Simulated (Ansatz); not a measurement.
## Molecular dynamics of CH3ClZn

The input (input.yaml):

```yaml
crystal:
  periodic: [false, false, false]
  atoms:
    - { symbol: Zn, position_ang: [0.009462, -0.041001, -0.007622] }
    - { symbol: Cl, position_ang: [-0.00819, 0.037741, 2.114167] }
    - { symbol: C, position_ang: [-0.017571, 0.088126, -1.929399] }
    - { symbol: H, position_ang: [0.19574, -0.883112, -2.353749] }
    - { symbol: H, position_ang: [-1.004575, 0.323665, -2.363088] }
    - { symbol: H, position_ang: [0.6925, 0.841521, -2.233434] }
basis:
  gaussian: { orbitals: def2-TZVP }
hamiltonian:
  xc: { name: BHLYP }
  dispersion: d4
md:
  timestep: 0.5
  n_steps: 150
  ensemble: nvt_langevin
  temperature: 400.0
  initial_velocities: maxwell_boltzmann
  seed: 616801
  friction: 0.02
```

Command:

```bash
$ ansatz run input.yaml --threads 4 --pin off --max-ram 5120MiB --backend cpu --events-out ev --progress --plain --runs-dir out
```

It goes on from the last frame of an earlier run, with new velocities.

Output, in part (step lines, the closing report, with atoms numbered from 0):

```
md step     0: t =     0.00 fs  T =   333.3 K  F+E_penalty+E_count = -62029.09764432 eV  E_kin = 0.258520 eV  (28 SCF iters)
[... lines left out ...]
Total energy: -62029.02854852 eV, -2279.5247543723 hartree
Atom 0 at    -0.061794     0.179585     0.079467 Å, force     0.038323    -0.672092     0.522117 eV/Å
Atom 1 at     0.036619     0.033965     2.231056 Å, force     0.016088     0.220809    -0.461101 eV/Å
Atom 2 at    -0.293554    -0.135342    -1.831343 Å, force     0.857659     0.708503     0.597873 eV/Å
Atom 3 at     0.137410    -1.059752    -2.194783 Å, force     0.017537     0.192017     0.064995 eV/Å
Atom 4 at    -1.336295    -0.102126    -1.979389 Å, force    -1.114615    -0.213109    -0.351517 eV/Å
Atom 5 at     0.119635     0.745645    -2.305735 Å, force     0.185008    -0.236127    -0.372366 eV/Å
Dipole moment:    -0.020614     0.133929    -0.573764 e Å
```

The steps, from the saved trajectory:

```csv
time (fs),T (K),potential energy less start (eV)
0,333,0.000
2.5,222,0.057
5,358,0.027
7.5,199,0.179
10,301,0.111
12.5,262,0.173
15,432,0.045
17.5,346,0.110
20,320,0.088
22.5,395,0.111
25,381,0.099
27.5,340,0.062
30,315,0.117
32.5,342,0.083
35,245,0.142
37.5,313,0.065
40,350,0.099
42.5,462,0.018
45,424,0.089
47.5,460,0.047
50,470,0.134
52.5,408,0.165
55,336,0.167
57.5,189,0.202
60,246,0.116
62.5,195,0.097
65,246,0.035
67.5,195,0.054
70,234,0.023
72.5,211,0.082
75,211,0.069
```

The run went to its last step. The mean temperature of the second half is 21 % below the set value. A run of 0.075 ps of so small a system gives no equilibrium averages.

The same pairs are bonded in the first frame and the last. Pairs count as bonded within 1.25 times the sum of covalent radii (0.12 Å more for H–H).

Last frame:

```xyz
6
Properties=species:S:1:pos:R:3
Zn -0.062 0.180 0.080
Cl 0.037 0.034 2.231
C -0.294 -0.135 -1.831
H 0.137 -1.060 -2.195
H -1.336 -0.102 -1.979
H 0.120 0.746 -2.306
```

Time of the run: 4.6 min on 4 threads of Arm Neoverse V2 (shared host), peak memory 0.28 GiB.
